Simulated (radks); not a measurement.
Numerical settings for neutral copper, [Ar] 3d10 4s1. All-electron calculation, non-relativistic Kohn-Sham, PBEsol, spin-polarised, spherical densities, point nucleus; open shells are filled with parallel spins first. Program: a radial shooting solver on a logarithmic mesh with Libxc functionals. The defaults (mesh step 0.008 in ln r, mesh end at 40 bohr or more with all orbitals vanishing there, Anderson mixing 0.5 over 9 steps, residual threshold near 1e-9 with the energy settled to 1e-9 hartree or 1e-11 of itself, here a cap of 100 iterations) give E = -1638.9713 hartree and 4s at -4.852 eV in 18 iterations. Run on one thread of a shared host, so times are rough (Arm Neoverse V2): 0.16 s of CPU time, 0.16 s wall, 18 iterations on 2669 mesh points. Changes against that run (0 stands for a change within the tolerance of the run):

| setting | iterations | converged | E (mhartree) | e(4s) (meV) | CPU (s) |
|---|---|---|---|---|---|
| mesh step in ln r 0.12 | 2 | no | diverged | - | 0 |
| mesh step in ln r 0.08 | 17 | yes | +0.0183 | -0.0306 | 0.03 |
| mesh step in ln r 0.05 | 18 | yes | +0.00565 | 0 | 0.03 |
| mesh end (bohr) 3 | 16 | level above zero | +833 | +1.8e+04 | 0.11 |
| mesh end (bohr) 5 | 17 | yes | +56.3 | +1.99e+03 | 0.13 |
| residual threshold 1e-16 | 100 | no | 0 | 0 | 0.46 |
| residual threshold 0.1 | 13 | yes | 0 | -0.379 | 0.13 |
| mixing 0.05 | 71 | yes | 0 | 0 | 0.66 |
| linear mixing, mixing 0.2 | 88 | yes | 0 | 0 | 0.52 |
| linear mixing, mixing 1 | 100 | no | +1.71e+05 | +4.86e+03 | 2.6 |
| mixing history 2 | 27 | yes | 0 | 0 | 0.19 |
| iteration cap 3 | 3 | no | +41.3 | -989 | 0.04 |

Settled on a wrong energy, with an occupied level pushed above zero by the early mesh end: mesh end (bohr) 3 (+0.833 hartree). Apart from these: settings that end as converged yet miss the energy by more than 1 mhartree: mesh end (bohr) 5 (+0.0563 hartree). A mesh that ends early acts as a hard wall.
